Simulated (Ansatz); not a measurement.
# Br⁻ ··· HCl

The pair of Br⁻ (SMILES [Br-], atom 1) and HCl (SMILES Cl, atoms 2–3), both closed shells, in one local arrangement (a lower one may exist), relaxed at PBE0-D4/def2-TZVPD:

Br1  (0.105, 0.146, -2.725)
Cl2  (-0.028, -0.039, 0.721)
H3  (-0.077, -0.108, 2.004)
(Å)

Ansatz 0.2.0; basis: def2-TZVPPD, with def2-QZVPPD for the basis limit; cores frozen in the correlated methods. Filled d shells of the heavier atoms are correlated. The def2 sets are not built for correlating such inner shells, so the correlated values are less sure here. Extrapolation: Hartree–Fock as exp(−7.88 √X), correlation as X^−2.97. Interaction energies count from these two fragments, frozen as in the pair, with the counterpoise correction; negative means bound.

**Question.** What is the interaction energy by CCSD(T) at an estimated basis limit (MP2 extrapolated from triple and quadruple zeta, plus CCSD(T) − MP2 in triple zeta)? (An estimate is asked for; the value comes from the calculation.)

**Answer.** By the calculation: -4.4 kJ/mol. Hartree–Fock alone gives 6.9 kJ/mol at the basis limit, so without correlation the pair would not bind at this distance. Plain CCSD(T) in triple zeta gives -2.1 kJ/mol; the step to the limit is large here, so the limit is uncertain. It counts from the two fragments frozen as in the pair.

**Question.** Which atoms make the shortest contact between the fragments?

**Answer.** Br1 and Cl2, 3.45 Å apart.

Basis-set superposition shift (counterpoise-corrected less uncorrected): CCSD(T) 2.3; MP2 2.2; HF 0.2; PBE0-D4 0.2; wB97M-V 0.2 kJ/mol.

The T1 diagnostic stays at or below 0.007.

For scale, one of the runs: CCSD(T)/def2-TZVPPD, 125 basis functions, launched by `ansatz run in.yaml --threads 2 --pin off --events-out ev --progress --plain --max-ram 5222MiB`. The run took about 4.5 s on 2 CPU threads (shared host).
